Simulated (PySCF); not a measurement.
A PySCF script (with the pyscf-properties extension) for the NMR shieldings of SMILES [SiH2]([Si@H](BC)N)[SiH2]C, C2H14BNSi3, on a GFN2-xTB geometry:

```python
import basis_set_exchange as bse
import numpy as np
from pyscf import gto, dft
from pyscf.prop import nmr

atoms = """
C    -3.578605    1.222374    0.178648
B    -2.788232   -0.110562    0.451047
Si   -1.014207   -0.380474   -0.318202
N    -0.263088   -1.959565   -0.232208
Si    0.594535    0.977152    0.709968
Si    2.749466    0.826937   -0.125959
C     3.244071   -1.005562   -0.209239
H    -4.199283    1.547634    1.012244
H    -2.950526    2.058496   -0.123140
H    -4.265295    1.041386   -0.651681
H    -3.288926   -0.888555    1.179988
H    -0.926438   -0.143740   -1.778398
H    -0.062410   -2.327541    0.684734
H    -0.667791   -2.699358   -0.784701
H     0.129092    2.376729    0.651666
H     0.608052    0.734458    2.169119
H     3.788684    1.526290    0.651565
H     2.860600    1.381120   -1.485290
H     2.474630   -1.585427   -0.710922
H     4.176500   -1.151705   -0.746223
H     3.370251   -1.423144    0.785917
"""
names = dict.fromkeys(["C", "B", "Si", "N", "H"], "pcSseg-1")
basis = {el: gto.basis.parse(bse.get_basis(n, elements=[el], fmt="nwchem")) for el, n in names.items()}
mol = gto.M(atom=atoms, basis=basis, charge=0, verbose=0)
mf = dft.RKS(mol, xc="PBE0")
mf.grids.level = 2
mf.grids.alignment = dft.numint.BLKSIZE   # the property module wants whole blocks of grid points
mf.conv_tol = 1e-9
mf.kernel()

calc = nmr.RKS(mf)   # GIAO
C = mf.mo_coeff
Co = C[:, mf.mo_occ > 0]
resp = mf.gen_response(singlet=True, hermi=2)
def vind(x):   # induced exchange potential for any number of trial vectors
    d = np.einsum("pi,xij,qj->xpq", C, 2 * x.reshape(-1, C.shape[1], Co.shape[1]), Co, optimize=True)
    return np.einsum("xpq,pi,qj->xij", resp(d - d.transpose(0, 2, 1)), C, Co, optimize=True).ravel()
mo1, _ = nmr.rhf.solve_mo1(calc, with_cphf=vind)
sigma = calc.kernel(mo1)
for i, s in enumerate(sigma):   # ppm
    w = np.linalg.eigvalsh((s + s.T) / 2)
    print("%2d %-2s iso %8.1f  s11 %8.1f  s22 %8.1f  s33 %8.1f" % (i, mol.atom_pure_symbol(i), w.mean(), *w))
```

Question: What are the results?

Answer: 
```
 0 C  iso    167.2  s11    130.9  s22    170.2  s33    200.5
 1 B  iso    -13.3  s11   -116.7  s22    -52.5  s33    129.3
 2 Si iso    386.9  s11    296.0  s22    386.4  s33    478.3
 3 N  iso    262.6  s11    231.9  s22    258.5  s33    297.5
 4 Si iso    483.9  s11    466.8  s22    491.1  s33    493.9
 5 Si iso    421.7  s11    400.3  s22    404.7  s33    460.0
 6 C  iso    194.7  s11    187.8  s22    196.4  s33    200.0
 7 H  iso     29.9  s11     26.7  s22     27.8  s33     35.3
 8 H  iso     29.9  s11     26.2  s22     30.1  s33     33.4
 9 H  iso     31.1  s11     26.2  s22     29.7  s33     37.5
10 H  iso     21.7  s11     11.1  s22     26.5  s33     27.4
11 H  iso     26.3  s11     23.5  s22     25.6  s33     29.7
12 H  iso     32.2  s11     25.8  s22     29.0  s33     41.9
13 H  iso     31.7  s11     24.1  s22     27.2  s33     43.7
14 H  iso     28.6  s11     24.2  s22     26.7  s33     34.8
15 H  iso     28.5  s11     25.2  s22     26.5  s33     33.8
16 H  iso     27.5  s11     23.8  s22     25.3  s33     33.3
17 H  iso     27.5  s11     24.3  s22     25.5  s33     32.7
18 H  iso     30.6  s11     24.2  s22     29.5  s33     38.0
19 H  iso     31.4  s11     26.2  s22     27.9  s33     40.0
20 H  iso     31.7  s11     27.7  s22     29.2  s33     38.3
```

These numbers come from an equivalent density-fitted implementation of the same equations, which agrees with the script to about 0.01 ppm for H and up to a few tenths of a ppm for heavy atoms, so last digits may differ.

Size and cost of the density-fitted run: 210 basis functions, 110 s wall time on 1 thread of an Intel Xeon, shared host; peak memory 1 GiB.
